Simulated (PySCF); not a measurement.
# The third ionisation energy along the 3d series

All values are computed (PySCF 2.14, energy differences of UHF-based or UKS calculations, no spin-orbit coupling). Values in eV. The last column holds reference values (NIST; (s) semi-empirical, (t) theoretical, else measured). Unmarked ones compare directly (S terms, centres of terms, or small fine structure); those marked * lie between the lowest fine-structure levels and include a spin-orbit shift.

```json
{"element": "Sc (dyall-av2z, non-relativistic)", "configurations": "[Ar] 3d1 → [Ar]", "UHF": "23.914", "MP2 (valence)": "n/a", "SCS-MP2 (valence)": "n/a", "CCSD (valence)": "n/a", "CCSD(T) (valence)": "n/a", "PBE": "25.415", "reference": "24.757 *"}
{"element": "Ti (dyall-av2z, non-relativistic)", "configurations": "[Ar] 3d2 → [Ar] 3d1", "UHF": "26.741", "MP2 (valence)": "26.852", "SCS-MP2 (valence)": "26.778", "CCSD (valence)": "26.885", "CCSD(T) (valence)": "26.885", "PBE": "28.077", "reference": "27.492 *"}
{"element": "V (dyall-av2z, non-relativistic)", "configurations": "[Ar] 3d3 → [Ar] 3d2", "UHF": "28.358", "MP2 (valence)": "28.689", "SCS-MP2 (valence)": "28.468", "CCSD (valence)": "28.753", "CCSD(T) (valence)": "28.755", "PBE": "29.963", "reference": "29.311 *"}
{"element": "Cr (dyall-av2z, non-relativistic)", "configurations": "[Ar] 3d4 → [Ar] 3d3", "UHF": "29.893", "MP2 (valence)": "30.471", "SCS-MP2 (valence)": "30.086", "CCSD (valence)": "30.533", "CCSD(T) (valence)": "30.539", "PBE": "31.672", "reference": "30.959 ± 0.025 *"}
{"element": "Mn (dyall-av2z, non-relativistic)", "configurations": "[Ar] 3d5 → [Ar] 3d4", "UHF": "32.604", "MP2 (valence)": "33.362", "SCS-MP2 (valence)": "32.857", "CCSD (valence)": "33.391", "CCSD(T) (valence)": "33.403", "PBE": "34.253", "reference": "33.668 ± 0.012 *"}
{"element": "Fe (dyall-av2z, non-relativistic)", "configurations": "[Ar] 3d6 → [Ar] 3d5", "UHF": "28.483", "MP2 (valence)": "29.878", "SCS-MP2 (valence)": "30.019", "CCSD (valence)": "29.852", "CCSD(T) (valence)": "29.886", "PBE": "31.647", "reference": "30.651 ± 0.012 *"}
{"element": "Co (dyall-av2z, non-relativistic)", "configurations": "[Ar] 3d7 → [Ar] 3d6", "UHF": "31.411", "MP2 (valence)": "33.053", "SCS-MP2 (valence)": "33.120", "CCSD (valence)": "32.923", "CCSD(T) (valence)": "32.970", "PBE": "34.356", "reference": "33.5 ± 0.06 (s) *"}
{"element": "Ni (dyall-av2z, non-relativistic)", "configurations": "[Ar] 3d8 → [Ar] 3d7", "UHF": "32.865", "MP2 (valence)": "34.908", "SCS-MP2 (valence)": "34.836", "CCSD (valence)": "34.641", "CCSD(T) (valence)": "34.709", "PBE": "36.064", "reference": "35.187 ± 0.019 *"}
{"element": "Cu (dyall-av2z, non-relativistic)", "configurations": "[Ar] 3d9 → [Ar] 3d8", "UHF": "34.299", "MP2 (valence)": "36.741", "SCS-MP2 (valence)": "36.517", "CCSD (valence)": "36.307", "CCSD(T) (valence)": "36.393", "PBE": "37.621", "reference": "36.841 ± 0.012 *"}
{"element": "Zn (dyall-av2z, non-relativistic)", "configurations": "[Ar] 3d10 → [Ar] 3d9", "UHF": "37.354", "MP2 (valence)": "40.100", "SCS-MP2 (valence)": "39.767", "CCSD (valence)": "39.493", "CCSD(T) (valence)": "39.597", "PBE": "40.455", "reference": "39.723 *"}
```

"Valence" correlates the outer s and p shells and, in groups 3 to 12 and the f block, the outer d or f shell, open or full, or the next shell where the ion has no valence electron left; the wider scheme adds the next inner shell.
